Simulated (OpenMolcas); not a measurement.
Au3+ among 6 point charges of -1.7 e arranged as a trigonal antiprism (D3d), with a polar angle of 63.5° against the regular 54.74°.

```
Program             : OpenMolcas 26.06
Method              : SS-CASPT2, IPEA 0.25 Eh, imaginary shift 0.1 Eh (closed shells correlated: 5s 5p)
Basis               : ANO-RCC-VDZP [7s6p4d2f]
Scalar Hamiltonian  : DKH2, point nucleus
Active space        : 8 electrons in 5 orbitals (5d)
State averaging     : 2S+1 = 3 even, 10 roots; 2S+1 = 1 even, 15 roots
Spin-orbit coupling : state interaction with AMFI integrals over the reference wave functions
```

All point charges move together. At R = 1.84 Å the first state of the same spin is 11610 cm-1, and at R = 2.03 Å it is 7070 cm-1.

**Question.** A third run gives 15120 cm-1. What distance was it run at?

**Answer.** With a power law R^-n the two known points give n = -ln(7070 / 11610) / ln(2.03 / 1.84) = 5.05. Then R = 1.84 × (11610 / 15120)^(1/5.05) = 1.746 Å. The run was at 1.74 Å, so the estimate is off by +0.006 Å.

Roots that are degenerate in the reference are averaged as groups; the widest CASPT2 spread within a group is 96 cm-1 (the 2-fold group of multiplicity 1 near 59600 cm-1 above the lowest state of its run, R = 1.74). Shifts and gaps below about the spread of the groups concerned are not significant. Real 4d8 and 5d8 ions are as a rule square planar and diamagnetic. Free-ion shares, where given, are those of the reference states; single-state CASPT2 does not remix them. Spin-orbit coupling mixes the spin-free states strongly: the lowest level takes only 66 % from its leading state, 3A2 (holds for R = 2.03). Point charges carry no covalency, so the field is a model and not that of real ligands. No measured value stands beside these numbers.
